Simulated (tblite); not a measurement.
Compound: C₄H₈B₂GeS.
Atom-mapped SMILES: `[BH2:1][S:2][BH:3]/[C:4]([GeH3:5])=[CH:6]/[C:7]#[CH:8]` (hydrogens: H9, H10 on B1; H11 on B3; H12, H13, H14 on Ge5; H15 on C6; H16 on C8)

Computed with GFN2-xTB (tblite), gas phase: L-BFGS steps from a force-field or distance-geometry start until the largest atomic force falls under 0.01 eV/Å.

Geometry at step 25:
```
atom  x, y, z in Å
B1      3.2320   -0.2394    0.4504
S2      2.0790   -1.4774   -0.0148
B3      0.8347   -0.9723    1.1917
C4     -0.4533   -0.4494    0.5529
Ge5    -0.3705   -0.3978   -1.4162
C6     -1.4060    0.2385    1.2311
C7     -2.4330    0.9709    0.6016
C8     -3.3086    1.6201    0.0890
H9      3.8804    0.2102   -0.4050
H10     3.3294    0.0118    1.5821
H11     1.1325   -0.9469    2.3191
H12     0.5625    0.7220   -1.7593
H13    -1.7315   -0.1245   -1.9560
H14     0.1275   -1.6226   -2.1098
H15    -1.4071    0.2944    2.3236
H16    -4.0756    2.1712   -0.3833
```

**Question.** What forces act on the atoms?

**Answer.** 
```
atom  Fx (eV/Å)  Fy (eV/Å)  Fz (eV/Å)
  B1      0.133     -0.269      0.063
  S2     -0.089     -0.006     -0.204
  B3      0.003     -0.139      0.217
  C4     -0.028      0.117      0.082
 Ge5      0.030     -0.061     -0.079
  C6      0.032      0.051     -0.059
  C7      0.054     -0.145      0.103
  C8     -0.106      0.045     -0.070
  H9      0.161      0.032      0.060
 H10      0.058      0.323      0.046
 H11     -0.137      0.039      0.124
 H12     -0.105      0.057     -0.136
 H13     -0.139      0.147     -0.133
 H14     -0.097     -0.013      0.086
 H15      0.056     -0.079     -0.227
 H16      0.176     -0.101      0.128
```

The largest, 0.33 eV/Å, acts on H10; the rms over all components is 0.121 eV/Å. The forces sum to zero within rounding, as they must for an isolated molecule in no field.

**Question.** Give the force on H10 in Eh/bohr and in nN.

**Answer.** 0.331 eV/Å ÷ 51.422 = 0.00644 Eh/bohr, and 0.331 eV/Å × 1.602 = 0.53 nN.

**Question.** How far is this geometry from the end of the optimisation?

**Answer.** 0.331 eV above it, and 0.783 Å rms away after alignment. The bonds farthest from their final lengths, with half the difference of the two atoms' forces along the bond (positive lengthens):

```tsv
bond	now (Å)	final (Å)	force along bond (eV/Å)
B1–S2	1.755	1.766	+0.02
S2–B3	1.805	1.794	+0.09
Ge5–H13	1.489	1.497	+0.11
C6–C7	1.410	1.403	-0.10
C6–H15	1.094	1.087	-0.09
C8–H16	1.056	1.050	-0.18
```

The angle farthest from its final value is B1–S2–B3, 94.5° against 106.4°.

Of the 2 listed bonds off by 0.010 Å or more, this force points towards the final length in 1.

What follows is the cost of the whole relaxation. The run took 2.4 s of wall time on one thread of an Arm Neoverse N1, on a shared host.
